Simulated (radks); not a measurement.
Q: The table gives one normalised radial function P(r) = r R(r) of I2+ in [Kr] 4d10 5p3 5d2 (r in bohr). All-electron calculation, scalar-relativistic Kohn-Sham, PBEsol, spin-unpolarised, spherical densities, finite nucleus; Fermi nuclear charge, rms radius 4.75 fm. Program: a radial shooting solver on a logarithmic mesh with Libxc functionals.

r,P
0.001278,0.0043
0.001704,0.0071
0.002291,0.0120
0.00308,0.0201
0.004108,0.0333
0.005524,0.0556
0.007426,0.0921
0.009905,0.1485
0.01332,0.2378
0.0179,0.3697
0.02388,0.5457
0.03211,0.7676
0.04317,0.9906
0.05757,1.1197
0.0774,1.0186
0.1041,0.5373
0.1388,-0.3047
0.1866,-1.2936
0.2509,-1.9184
0.3346,-1.8325
0.4499,-1.1801
0.6049,-0.4910
0.8068,-0.1265
1.085,-0.0166
1.458,-0.0009
1.945,0.0000
2.615,0.0000
3.516,0.0000
4.689,0.0000
6.305,0.0000
8.476,0.0000

Which n and l does it have? It may be an empty orbital.

A: n = 3, l = 1: the number of nodes gives n - l - 1 = 1, the rise at small r (about r^(l+1), flatter next to the nucleus through relativity) gives l, and the extent must fit the shell. The curve is that of 3p. 3p: eigenvalue -887.93 eV, 1 radial node at r = 0.126 bohr, <r> = 0.312 bohr, 90 % of the charge inside 0.468 bohr.
